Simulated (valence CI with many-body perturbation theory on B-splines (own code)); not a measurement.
# Ni¹⁴⁺: electric-dipole lines

Computed by relativistic CI+MBPT: four valence electrons over a frozen Dirac-Fock core [Ne], radial functions for each j: 11 s, 11 p, 9 d, 7 f, 5 g, 2 h, 1 i, with the one-electron correlation potential Σ1 (screened to all orders), the two-electron term Σ2, the three-electron term Σ3, Breit, model QED; selected single and double excitations, second order for the rest (own B-spline code, finite nucleus).

No measured levels were compared; by estimate levels of excited configurations hold to 0.05 to 0.15 % of their energy, terms of the ground configuration to about 0.5 %.

Lines 151 to 200 of 218 in falling wavelength, among levels below 116.82 eV, chosen from the strongest by gf and those to the six lowest levels. Wavelengths and rates use the calculated energies, so an error of 200 cm⁻¹ moves a line at 18.64 nm by 0.037 % and its rate by three times that or more. Electric multipoles are in the length gauge, E1 and E2 with the static RPA response of the core. Weak lines are less certain than strong ones. Lines between different terms over intervals too small for the method are left out, as are lines whose strength nearly cancels. The highest levels of a list are the least certain.

Names give the largest LS component (configuration and term), which can be under half, so a name can repeat, a term be missing and a line seem to break the LS rules; names also repeat where a configuration has a term twice. Letters in brackets count levels of one name in rising energy.

| λ vac (nm) | Upper | Lower | A (s⁻¹) | S (a.u.) with core polarisation | S without |
| --- | --- | --- | --- | --- | --- |
| 18.64 | 3s3p²3d ³D_3 [b] | 3s3p³ ³P°_2 | 1.79e+10 | 4.01e-01 | 4.14e-01 |
| 18.62 | 3s3p²3d ³P_1 [b] | 3s3p³ ³P°_0 | 1.62e+10 | 1.55e-01 | 1.59e-01 |
| 18.57 | 3s²3p3d ³P°_1 [a] | 3s²3p² ³P_2 | 4.81e+09 | 4.56e-02 | 4.70e-02 |
| 18.56 | 3s3p²3d ³D_1 [a] | 3s3p³ ³D°_2 | 1.70e+10 | 1.61e-01 | 1.66e-01 |
| 18.56 | 3s3p²3d ³D_2 [a] | 3s3p³ ³D°_2 | 1.84e+10 | 2.89e-01 | 2.99e-01 |
| 18.55 | 3s3p²3d ³D_1 [a] | 3s3p³ ³D°_1 | 2.36e+10 | 2.23e-01 | 2.31e-01 |
| 18.55 | 3s3p²3d ³D_2 [a] | 3s3p³ ³D°_1 | 1.08e+10 | 1.70e-01 | 1.76e-01 |
| 18.50 | 3s3p²3d ³D_3 [a] | 3s3p³ ³D°_2 | 4.97e+09 | 1.09e-01 | 1.12e-01 |
| 18.50 | 3s3p²3d ³P_2 [b] | 3s3p³ ³P°_2 | 3.81e+10 | 5.96e-01 | 6.14e-01 |
| 18.48 | 3s²3p3d ³P°_2 | 3s²3p² ³P_1 | 2.47e+10 | 3.85e-01 | 3.97e-01 |
| 18.46 | 3s3p²3d ³P_2 [b] | 3s3p³ ³P°_1 | 7.87e+09 | 1.22e-01 | 1.26e-01 |
| 18.43 | 3s3p²3d ¹G_4 | 3s3p³ ³D°_3 | 2.94e+09 | 8.19e-02 | 8.44e-02 |
| 18.41 | 3s²3p3d ¹P°_1 | 3s²3p² ¹S_0 | 6.36e+10 | 5.88e-01 | 6.06e-01 |
| 18.28 | 3s²3p3d ¹D°_2 | 3s²3p² ³P_2 | 3.79e+09 | 5.71e-02 | 5.90e-02 |
| 18.27 | 3s3p²3d ¹F_3 | 3s3p³ ³D°_3 | 4.19e+09 | 8.84e-02 | 9.13e-02 |
| 18.15 | 3s²3p3d ³P°_1 [a] | 3s²3p² ³P_1 | 2.59e+09 | 2.29e-02 | 2.37e-02 |
| 18.10 | 3s3p²3d ¹F_3 | 3s3p³ ³D°_2 | 3.82e+09 | 7.82e-02 | 8.06e-02 |
| 18.10 | 3s3p²3d ³D_1 [c] | 3s3p³ ³P°_2 | 1.48e+10 | 1.30e-01 | 1.35e-01 |
| 18.06 | 3s3p²3d ³D_1 [c] | 3s3p³ ³P°_1 | 1.35e+10 | 1.18e-01 | 1.22e-01 |
| 18.03 | 3s3p²3d ⁵P_3 | 3s3p³ ⁵S°_2 | 6.15e+10 | 1.24e+00 | 1.28e+00 |
| 18.01 | 3s²3p3d ³P°_1 [b] | 3s²3p² ³P_2 | 1.66e+10 | 1.43e-01 | 1.48e-01 |
| 17.97 | 3s3p²3d ³D_2 [c] | 3s3p³ ³P°_1 | 7.92e+09 | 1.13e-01 | 1.17e-01 |
| 17.97 | 3s3p²3d ³F_2 [b] | 3s3p³ ³D°_3 | 2.27e+09 | 3.25e-02 | 3.36e-02 |
| 17.93 | 3s²3p3d ³D°_3 | 3s²3p² ³P_2 | 7.10e+10 | 1.41e+00 | 1.46e+00 |
| 17.89 | 3s²3p3d ³D°_2 | 3s²3p² ³P_2 | 3.54e+10 | 5.01e-01 | 5.17e-01 |
| 17.87 | 3s²3p3d ¹D°_2 | 3s²3p² ³P_1 | 2.61e+10 | 3.68e-01 | 3.80e-01 |
| 17.87 | 3s3p²3d ⁵P_2 | 3s3p³ ⁵S°_2 | 6.33e+10 | 8.91e-01 | 9.20e-01 |
| 17.81 | 3s3p²3d ³F_2 [b] | 3s3p³ ³D°_2 | 2.14e+10 | 2.98e-01 | 3.08e-01 |
| 17.80 | 3s3p²3d ³F_2 [b] | 3s3p³ ³D°_1 | 2.25e+10 | 3.13e-01 | 3.23e-01 |
| 17.78 | 3s3p²3d ⁵P_1 | 3s3p³ ⁵S°_2 | 6.58e+10 | 5.47e-01 | 5.65e-01 |
| 17.77 | 3s²3p3d ³P°_0 | 3s²3p² ³P_1 | 5.38e+10 | 1.49e-01 | 1.54e-01 |
| 17.69 | 3s3p²3d ³F_3 [b] | 3s3p³ ³D°_3 | 1.58e+10 | 3.03e-01 | 3.13e-01 |
| 17.67 | 3s²3p3d ³P°_1 [a] | 3s²3p² ³P_0 | 5.85e+10 | 4.78e-01 | 4.93e-01 |
| 17.61 | 3s²3p3d ³P°_1 [b] | 3s²3p² ³P_1 | 4.40e+10 | 3.56e-01 | 3.68e-01 |
| 17.53 | 3s3p²3d ³F_3 [b] | 3s3p³ ³D°_2 | 3.40e+10 | 6.33e-01 | 6.53e-01 |
| 17.50 | 3s²3p3d ³D°_2 | 3s²3p² ³P_1 | 1.95e+10 | 2.58e-01 | 2.66e-01 |
| 17.42 | 3s3p²3d ³D_1 [b] | 3s3p³ ³D°_2 | 3.90e+09 | 3.06e-02 | 3.16e-02 |
| 17.41 | 3s3p²3d ³P_2 [a] | 3s3p³ ⁵S°_2 | 1.60e+09 | 2.09e-02 | 2.16e-02 |
| 17.41 | 3s3p²3d ³D_1 [b] | 3s3p³ ³D°_1 | 1.16e+10 | 9.03e-02 | 9.32e-02 |
| 17.37 | 3s²3p3d ¹F°_3 | 3s²3p² ¹D_2 | 7.42e+10 | 1.34e+00 | 1.38e+00 |
| 17.30 | 3s3p²3d ³D_2 [b] | 3s3p³ ³D°_2 | 3.54e+09 | 4.53e-02 | 4.67e-02 |
| 17.30 | 3s3p²3d ³F_4 [b] | 3s3p³ ³D°_3 | 5.76e+10 | 1.32e+00 | 1.37e+00 |
| 17.29 | 3s3p²3d ³D_2 [b] | 3s3p³ ³D°_1 | 5.06e+09 | 6.46e-02 | 6.66e-02 |
| 17.26 | 3s3p²3d ¹P_1 | 3s3p³ ³D°_1 | 4.05e+09 | 3.09e-02 | 3.19e-02 |
| 17.16 | 3s²3p3d ³P°_1 [b] | 3s²3p² ³P_0 | 3.74e+09 | 2.80e-02 | 2.89e-02 |
| 17.02 | 3s3p²3d ³D_3 [b] | 3s3p³ ³D°_2 | 4.09e+09 | 6.96e-02 | 7.18e-02 |
| 17.02 | 3s3p²3d ³P_1 [a] | 3s3p³ ⁵S°_2 | 6.24e+08 | 4.56e-03 | 4.71e-03 |
| 16.89 | 3s²3p3d ¹P°_1 | 3s²3p² ¹D_2 | 1.73e+08 | 1.23e-03 | 1.30e-03 |
| 16.48 | 3s3p²3d ³D_2 [c] | 3s3p³ ³D°_1 | 4.15e+09 | 4.58e-02 | 4.73e-02 |
| 16.42 | 3s3p²3d ³G_3 | 3s3p³ ⁵S°_2 | 3.38e+06 | 5.17e-05 | 5.33e-05 |
